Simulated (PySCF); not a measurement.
C₆ coefficients of unlike pairs at PBE0

Calculated with PySCF 2.14 from the dipole response of each species, C₆(A,B) = (3/π) ∫ α_A(iu) α_B(iu) du, in atomic units, from isotropic polarisabilities. For ions this is the dispersion term alone; charge-induced terms of lower order in 1/R come first.

```
species           configuration                                      basis      relativity  α (bohr³)  C₆ (like pair)
     As  [Ar] 3d10 4s2 4p3 (4S)  aug-cc-pwCVDZ-PP with ECP10MDF (6s5p4d1f)  core potential      30.89           265.3
     Tc       [Kr] 4d5 5s2 (6S)    aug-cc-pVDZ-PP with ECP28MDF (5s5p4d2f)  core potential      90.12            1033
   Mn²⁺           [Ar] 3d5 (6S)                 aug-cc-pVQZ (9s8p6d4f3g2h)            none      3.766           11.08
     Xe               [Xe] (1S)                     dyall-av2z (22s16p12d)            none      26.00           273.5
```

(1) Estimate C₆ for Xe with As.

No spin-orbit coupling is included.

The other pairs:

```json
{"pair": "Mn²⁺, As", "C₆": "47.46"}
{"pair": "Xe, Mn²⁺", "C₆": "50.95"}
{"pair": "Tc, As", "C₆": "499.7"}
{"pair": "Xe, Tc", "C₆": "479.7"}
{"pair": "Mn²⁺, Tc", "C₆": "81.73"}
```

## Answers

(1) The integral gives 265.6. The combination rule 2 C_A C_B / (C_A α_B/α_A + C_B α_A/α_B) gives 264.7 and the geometric mean 269.3.
